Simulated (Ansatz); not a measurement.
Consider the formal exchange of groups at a B–C bond: `C=CBCl` + `[AlH3]` → `[AlH2][BH]Cl` + `C=C`.

Computed with Ansatz on PBE0-D4/def2-TZVP structures; ΔE is electronic, products minus reactants. CCSD(T)/CBS is the MP2 limit (def2-TZVPP, def2-QZVPP) plus CCSD(T) − MP2 in def2-TZVPP, frozen cores. This one scheme is used for every species. DFT in def2-TZVPP. B3LYP here is the variant with VWN-RPA as its local correlation; programs differ in this. HSE06 is defined as in plane-wave codes. One conformer a species, not always the lowest.

`C=CBCl`:

Z-matrix (Å, degrees):
```
C
C 1 1.337
H 1 1.086 2 120.8
H 1 1.086 2 122.7 3 180.0
B 2 1.531 1 119.9 3 0.0
H 2 1.088 1 118.9 3 180.0
Cl 5 1.750 2 121.0 1 180.0
H 5 1.194 2 121.9 1 -0.0
```

`[AlH3]`:

Cartesian coordinates in Å:
```
Al 0.000 0.000 0.000
H 0.998 -1.157 0.425
H 0.567 1.412 -0.445
H -1.565 -0.255 0.020
```

`[AlH2][BH]Cl`:

Z-matrix (Å, degrees):
```
Al
B 1 2.129
H 1 1.591 2 120.5
H 1 1.591 2 120.6 3 -178.0
Cl 2 1.756 1 117.3 3 88.7
H 2 1.197 1 129.0 3 -91.3
```

`C=C`:

Z-matrix (Å, degrees):
```
C
C 1 1.323
H 1 1.085 2 121.7
H 1 1.085 2 121.7 3 -180.0
H 2 1.085 1 121.7 3 -0.0
H 2 1.085 1 121.7 3 -180.0
```

| level | ΔE (kcal/mol) | difference from CCSD(T)/CBS |
| --- | --- | --- |
| LDA (SPW92) | 14.9 | 1.2 |
| PBE-D4 | 13.3 | -0.4 |
| revPBE-D4 | 13.8 | 0.1 |
| r2SCAN-D4 | 14.8 | 1.1 |
| B97M-V | 18.6 | 4.9 |
| PBE0-D4 | 13.8 | 0.1 |
| B3LYP-D4 | 14.9 | 1.2 |
| r2SCANh-D4 | 14.9 | 1.2 |
| r2SCAN0-D4 | 15.0 | 1.3 |
| HSE06-D4 | 13.8 | 0.1 |
| BHLYP-D4 | 15.4 | 1.7 |
| CAM-B3LYP-D4 | 15.3 | 1.6 |
| ωB97X-V | 14.3 | 0.6 |
| ωB97M-V | 15.1 | 1.4 |
| B2PLYP | 15.0 | 1.3 |
| PBE-QIDH | 14.8 | 1.1 |
| PBE | 12.9 | -0.8 |
| revPBE | 12.1 | -1.6 |
| BLYP | 13.7 | 0.0 |
| r2SCAN | 14.7 | 1.0 |
| PBE0 | 13.5 | -0.2 |
| B3LYP | 14.3 | 0.6 |
| r2SCANh | 14.7 | 1.0 |
| r2SCAN0 | 14.8 | 1.1 |
| HSE06 | 13.5 | -0.2 |
| BHLYP | 15.2 | 1.5 |
| LC-ωPBE | 13.3 | -0.4 |
| RPA@PBE/def2-TZVPP | 14.0 | 0.3 |
| HF/def2-SVP | 16.6 | 2.9 |
| MP2/def2-SVP | 17.8 | 4.1 |
| CCSD(T)/def2-SVP | 15.3 | 1.6 |
| MP2/def2-TZVPP | 16.4 | 2.7 |
| SCS-MP2/def2-TZVPP | 15.7 | 2.0 |
| CCSD/def2-TZVPP | 14.0 | 0.3 |
| CCSD(T)/def2-TZVPP | 14.2 | 0.5 |
| MP2/def2-QZVPP | 16.1 | 2.4 |
| SCS-MP2/def2-QZVPP | 15.5 | 1.8 |
| HF/CBS(def2) | 15.4 | 1.7 |
| MP2/CBS(def2) | 15.9 | 2.2 |
| CCSD/CBS(def2) | 13.5 | -0.2 |
| CCSD(T)/CBS | 13.7 | 0 |

Largest T1 diagnostic among the species: 0.013.

Leaving LDA and LC-ωPBE aside and taking each functional with its dispersion term where it has one, the values spread over 5.3 kcal/mol, from PBE-D4 to B97M-V. LDA lies +2.0 kcal/mol from PBE without D4. From BLYP to BHLYP (50 % exact exchange), in def2-TZVPP and without D4, ΔE moves by +1.5 kcal/mol.
